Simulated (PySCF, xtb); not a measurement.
H₉N₃Si₂, SMILES N[SiH2]N[SiH2]N.

GFN2-xTB in xtb at its own geometry gives an orbital gap of 5.67 eV and a dipole moment of 2.74 D.

Coordinates come from a B3LYP-D3(BJ)/def2-SVP optimisation. One conformer was computed; it need not be the lowest.

Q: What does PBE/def2-TZVP (PySCF) give? (The exact figures need the calculation; the answer reports its results.)

A: gap 5.69 eV (levels -5.84 and -0.15 eV), dipole 2.07 D.
